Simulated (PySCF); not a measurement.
PySCF input for C3H4ClFSi, SMILES C(=C=CF)([SiH3])Cl, TDA-CAM-B3LYP/def2-SVPD. Coordinates come from a B3LYP-D3(BJ)/def2-SVP optimisation. The structure was generated by enumeration, and PubChem lists no compound with its InChIKey, so it may never have been made.

```python
import numpy as np
from pyscf import gto, scf, dft, tdscf

mol = gto.M(
    atom='''
    F     2.92339957    0.06431829   -1.21172311
    C     2.23399203   -0.33818581   -0.13550430
    C     0.94859213   -0.12611090    0.01658111
    C    -0.34129405    0.01475881    0.18396895
    Si   -1.65540286   -1.21625100   -0.39289736
    Cl   -1.00376587    1.44563488    1.00126520
    H     2.85716801   -0.86053530    0.59858374
    H    -2.56973827   -0.52920421   -1.34507894
    H    -0.97624102   -2.36419154   -1.05160615
    H    -2.42986579   -1.67598533    0.79238962
    ''',
    basis='def2-SVPD',
    charge=0,
    spin=0,
    max_memory=1600,
    verbose=4,
)
mf = dft.RKS(mol, xc='cam-b3lyp').density_fit(auxbasis='def2-universal-jkfit')
mf.grids.level = 3
mf.conv_tol = 1e-9
mf.max_cycle = 100
mf.kernel()
mf.grids = dft.Grids(mol).set(level=1).build(with_non0tab=True)  # coarser grid for the response kernel
td = tdscf.TDA(mf)
td.singlet = True
td.nstates = 10
td.conv_tol = 1e-4
td.positive_eig_threshold = 1e-6
td.kernel(x0=td.get_init_guess(mf, 15))
td.analyze()
tt = tdscf.TDA(mf)
tt.singlet = False
tt.nstates = 4
tt.conv_tol = 1e-4
tt.positive_eig_threshold = 1e-6
tt.kernel(x0=tt.get_init_guess(mf, 9))
tt.analyze(verbose=3)
```

Output:

```
PySCF version 2.14.0

[INPUT] verbose = 4
[INPUT] num. atoms = 10
[INPUT] num. electrons = 62
[INPUT] charge = 0
[INPUT] spin (= nelec alpha-beta = 2S) = 0
[INPUT] symmetry False subgroup None
[INPUT] Mole.unit = angstrom
[INPUT] Symbol           X                Y                Z      unit          X                Y                Z       unit  Magmom
[INPUT]  1 F      2.923399570000   0.064318290000  -1.211723110000 AA    5.524424539971   0.121543952900  -2.289824816706 Bohr   0.0
[INPUT]  2 C      2.233992030000  -0.338185810000  -0.135504300000 AA    4.221633101161  -0.639078560114  -0.256066015701 Bohr   0.0
[INPUT]  3 C      0.948592130000  -0.126110900000   0.016581110000 AA    1.792579329618  -0.238315062322   0.031333756741 Bohr   0.0
[INPUT]  4 C     -0.341294050000   0.014758810000   0.183968950000 AA   -0.644952282444   0.027890108824   0.347650930924 Bohr   0.0
[INPUT]  5 Si    -1.655402860000  -1.216251000000  -0.392897360000 AA   -3.128258031222  -2.298381288728  -0.742468405465 Bohr   0.0
[INPUT]  6 Cl    -1.003765870000   1.445634880000   1.001265200000 AA   -1.896842587486   2.731853999318   1.892117006058 Bohr   0.0
[INPUT]  7 H      2.857168010000  -0.860535300000   0.598583740000 AA    5.399265030769  -1.626176037520   1.131159331218 Bohr   0.0
[INPUT]  8 H     -2.569738270000  -0.529204210000  -1.345078940000 AA   -4.856101542114  -1.000051020867  -2.541830812520 Bohr   0.0
[INPUT]  9 H     -0.976241020000  -2.364191540000  -1.051606150000 AA   -1.844828159366  -4.467674516614  -1.987247614408 Bohr   0.0
[INPUT] 10 H     -2.429865790000  -1.675985330000   0.792389620000 AA   -4.591780862550  -3.167153262489   1.497399365748 Bohr   0.0

nuclear repulsion = 309.951408180489
number of shells = 70
number of NR pGTOs = 250
number of NR cGTOs = 166
basis = def2-SVPD
ecp = {}


[settings echo left out]
init E= -966.318207423706
  HOMO = -0.275640796758212  LUMO = -0.0696963555616654  gap/eV = 5.60403
cycle= 1 E= -965.669474369602  delta_E= 0.649  |g|= 0.485  |ddm|= 7.99
  HOMO = -0.339220625469579  LUMO = -0.0316832317637079  gap/eV = 8.36852
cycle= 2 E= -965.666212325299  delta_E= 0.00326  |g|= 0.571  |ddm|= 1.79
  HOMO = -0.342122563802128  LUMO = -0.0127118482518647  gap/eV = 8.96372
cycle= 3 E= -965.725457540299  delta_E= -0.0592  |g|= 0.053  |ddm|= 0.971
  HOMO = -0.338188932946068  LUMO = -0.0106035902968173  gap/eV = 8.91405
cycle= 4 E= -965.725930821744  delta_E= -0.000473  |g|= 0.0305  |ddm|= 0.141
  HOMO = -0.3405158756814  LUMO = -0.00998452312250997  gap/eV = 8.99422
cycle= 5 E= -965.726145109071  delta_E= -0.000214  |g|= 0.00908  |ddm|= 0.0582
  HOMO = -0.340781088003479  LUMO = -0.0105860520652747  gap/eV = 8.98506
cycle= 6 E= -965.72616620527  delta_E= -2.11e-05  |g|= 0.00257  |ddm|= 0.0259
  HOMO = -0.340551986412772  LUMO = -0.0102139562231178  gap/eV = 8.98896
cycle= 7 E= -965.726168358447  delta_E= -2.15e-06  |g|= 0.000926  |ddm|= 0.00647
  HOMO = -0.340601216163793  LUMO = -0.0102839652242492  gap/eV = 8.98839
cycle= 8 E= -965.72616869506  delta_E= -3.37e-07  |g|= 0.000353  |ddm|= 0.00304
  HOMO = -0.340635611573423  LUMO = -0.0102920293778679  gap/eV = 8.98911
cycle= 9 E= -965.7261687297  delta_E= -3.46e-08  |g|= 0.000137  |ddm|= 0.000949
  HOMO = -0.3406207844906  LUMO = -0.0102852029013416  gap/eV = 8.98889
cycle= 10 E= -965.726168735818  delta_E= -6.12e-09  |g|= 5.11e-05  |ddm|= 0.000626
  HOMO = -0.340624516853608  LUMO = -0.0102868116258836  gap/eV = 8.98895
cycle= 11 E= -965.726168736648  delta_E= -8.29e-10  |g|= 5.34e-06  |ddm|= 0.000219
  HOMO = -0.34062518708981  LUMO = -0.0102873330416715  gap/eV = 8.98895
Extra cycle  E= -965.726168736656  delta_E= -8.19e-12  |g|= 3.65e-06  |ddm|= 2.65e-05
converged SCF energy = -965.726168736656
tot grids = 43456
Overwritten attributes  positive_eig_threshold  of <class 'pyscf.tdscf.rks.TDA'>


******** <class 'pyscf.tdscf.rks.TDA'> for <class 'pyscf.df.df_jk.DFRKS'> ********
nstates = 10 singlet
deg_eia_thresh = 1.000e-03
wfnsym = None
conv_tol = 0.0001
eigh lindep = 1e-12
eigh level_shift = 0
eigh max_cycle = 100


Excitation energies (eV)
[4.87700271 5.4650275  6.25820758 6.5881522  6.75860752 7.23947105
 7.33685826 7.35914213 7.74186822 8.09329813]

** Singlet excitation energies and oscillator strengths **
Excited State   1:      4.87700 eV    254.22 nm  f=0.0013
      31 -> 32       -0.69203
Excited State   2:      5.46503 eV    226.87 nm  f=0.0001
      30 -> 33       -0.68916
Excited State   3:      6.25821 eV    198.11 nm  f=0.0099
      29 -> 33       -0.12135
      30 -> 32       -0.53026
      31 -> 33       -0.41552
Excited State   4:      6.58815 eV    188.19 nm  f=0.0003
      29 -> 32        0.69016
Excited State   5:      6.75861 eV    183.45 nm  f=0.0249
      29 -> 33       -0.65503
      30 -> 32        0.16075
Excited State   6:      7.23947 eV    171.26 nm  f=0.4571
      30 -> 32        0.25005
      30 -> 34       -0.42208
      30 -> 35        0.25939
      31 -> 33       -0.33775
Excited State   7:      7.33686 eV    168.99 nm  f=0.2712
      30 -> 32        0.21993
      30 -> 34        0.25327
      30 -> 35       -0.18788
      31 -> 33       -0.23802
      31 -> 34       -0.45605
      31 -> 35        0.10530
      31 -> 36        0.13850
Excited State   8:      7.35914 eV    168.48 nm  f=0.4570
      30 -> 32       -0.16521
      30 -> 34       -0.22109
      30 -> 35        0.16698
      31 -> 33        0.32397
      31 -> 34       -0.46588
      31 -> 36        0.11155
Excited State   9:      7.74187 eV    160.15 nm  f=0.0119
      26 -> 33       -0.19578
      28 -> 33        0.29821
      30 -> 34        0.40732
      30 -> 35        0.35970
      30 -> 39       -0.18483
      30 -> 45       -0.11290
Excited State  10:      8.09330 eV    153.19 nm  f=0.0225
      28 -> 32       -0.39244
      31 -> 35       -0.50293
      31 -> 36        0.14579

** Transition electric dipole moments (AU) **
state          X           Y           Z        Dip. S.      Osc.
  1        -0.0136     -0.0424     -0.0936      0.0107      0.0013
  2        -0.0011      0.0119      0.0225      0.0006      0.0001
  3        -0.2451     -0.0688      0.0018      0.0648      0.0099
  4        -0.0290     -0.0096      0.0345      0.0021      0.0003
  5         0.2930     -0.2144     -0.1370      0.1506      0.0249
  6         1.5467     -0.2887     -0.3182      2.5770      0.4571
  7         1.2035     -0.1888     -0.1569      1.5087      0.2712
  8        -1.4996      0.4468      0.2943      2.5349      0.4570
  9         0.1222      0.0356     -0.2152      0.0625      0.0119
 10        -0.1383      0.2502      0.1778      0.1133      0.0225

** Transition velocity dipole moments (imaginary part, AU) **
state          X           Y           Z        Dip. S.      Osc.
  1         0.0037      0.0044      0.0197      0.0004      0.0016
  2        -0.0033      0.0227     -0.0437      0.0024      0.0081
  3        -0.0435     -0.0222     -0.0062      0.0024      0.0070
  4        -0.0039      0.0134     -0.0170      0.0005      0.0013
  5        -0.0292     -0.0540     -0.0308      0.0047      0.0127
  6         0.2432     -0.0099     -0.0716      0.0644      0.1613
  7         0.1794     -0.0125      0.0004      0.0323      0.0800
  8        -0.2418      0.0723      0.0381      0.0652      0.1606
  9         0.0122      0.0387     -0.0863      0.0091      0.0213
 10         0.0064      0.0747      0.0510      0.0082      0.0184

** Transition magnetic dipole moments (imaginary part, AU) **
state          X           Y           Z
  1        -0.9465      0.2378     -0.0098
  2         0.4121      0.0934     -0.0908
  3         0.0081      0.0469     -0.0384
  4         0.2086     -0.3277     -0.1624
  5        -0.0442     -0.0535      0.0540
  6        -0.2159     -0.3404     -0.2920
  7         0.1228      0.3701     -0.5989
  8        -0.0485      0.2237     -0.4359
  9        -0.0493      0.3764      0.2588
 10         0.0406     -0.0253     -0.0333


******** <class 'pyscf.tdscf.rks.TDA'> for <class 'pyscf.df.df_jk.DFRKS'> ********
nstates = 4 triplet
deg_eia_thresh = 1.000e-03
wfnsym = None
conv_tol = 0.0001
eigh lindep = 1e-12
eigh level_shift = 0
eigh max_cycle = 100


Excitation energies (eV)
[3.97628354 4.16955747 4.44172432 5.00358064]

** Triplet excitation energies and oscillator strengths **
Excited State   1:      3.97628 eV    311.81 nm  f=0.0000
Excited State   2:      4.16956 eV    297.36 nm  f=0.0000
Excited State   3:      4.44172 eV    279.14 nm  f=0.0000
Excited State   4:      5.00358 eV    247.79 nm  f=0.0000
```

Self-consistency was reached.
